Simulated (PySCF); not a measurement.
# What a mistake does to a calculation on AlCFH3Si

These are calculations, not measurements. They come from PySCF 2.14.0, an open-source quantum chemistry program, on an isolated molecule that a program drew, which may never have been made. The molecule is AlCFH3Si (charge 0, doublet), drawn as the SMILES string `F[SiH]=[CH][AlH]`.

Each row is a Hartree-Fock (HF) and frozen-core CCSD(T) single point in the cc-pV(D+d)Z basis, meant for a local HF minimum. Run 1 is clean. Each other run has one planted mistake out of seven kinds, and not every kind appears here: one electron removed, one electron added, multiplicity raised by two, geometry at a saddle point, minimal basis STO-3G, one bond length entered in bohr, all coordinates scaled. The reference is restricted for singlets and unrestricted otherwise, and also for a bond in bohr. Adding or removing an electron swaps singlet and doublet. Electrons count all cores. HOMO and LUMO are orbital energies over both spins, the gradient is its largest component, and the lowest frequency (negative if imaginary) is given only where the gradient is small. Bond lengths are over the 6 bonds as drawn. T1 is the CCSD diagnostic: over 0.02 (restricted) or 0.045 (unrestricted) a single reference is doubtful.

Geometry of the clean run:
```xyz
7
AlCFH3Si, angstrom
F    -0.9311   -0.6568   -2.4028
Si   -0.2284   -1.7857   -1.5127
C     0.0929   -1.6318    0.1340
Al   -0.3084   -0.1121    1.2467
H     0.0465   -2.9044   -2.4181
H     0.5771   -2.5114    0.5588
H    -1.0170    1.1503    0.5788
```

| run | electrons | basis functions | <S^2> | HOMO (eV) | LUMO (eV) | gradient (hartree/bohr) | lowest frequency (cm^-1) | mean bond (Å) | longest bond (Å) | T1 | HF (hartree) | CCSD(T) (hartree) | mistake |
|---|---|---|---|---|---|---|---|---|---|---|---|---|---|
| 1 | 45 | 89 | 0.754 | -7.68 | 1.02 | 3.5e-05 | 113 | 1.5601 | 1.926 | 0.0155 | -669.88922 | -670.39733 | no fault |
| 2 | 45 | 89 | 1.518 | -7.75 | 0.77 | 1.9e-02 | - | 1.7218 | 2.060 | 0.0576 | -669.76066 | -670.26535 | one bond length entered in bohr |
| 3 | 44 | 89 | 0.000 | -14.19 | -6.14 | 6.2e-02 | - | 1.5601 | 1.926 | 0.0168 | -669.63509 | -670.13900 | ? |
| 4 | 45 | 89 | 0.753 | -7.35 | 1.28 | 6.3e-02 | - | 1.4649 | 1.808 | 0.0139 | -669.85773 | -670.35698 | ? |

**Which mistake was planted in run 3, and what did it cost?**

It counts 44 electrons, one fewer than the clean run, at the same geometry and basis. So the mistake is: one electron removed. Subtracting run 1 and multiplying by 627.51 kcal/mol a hartree, the energy moved by 159.5 kcal/mol in HF and 162.1 kcal/mol in CCSD(T).

**Which mistake was planted in run 4, and what did it cost?**

The mean and the longest bond both change by the same factor, 0.939, and the gradient is no longer small. So the mistake is: all coordinates scaled. Subtracting run 1 and multiplying by 627.51 kcal/mol a hartree, the energy moved by 19.8 kcal/mol in HF and 25.3 kcal/mol in CCSD(T).

Cautions from the logs. Run 2: T1 is over the limit, so its CCSD(T) energy is less reliable.
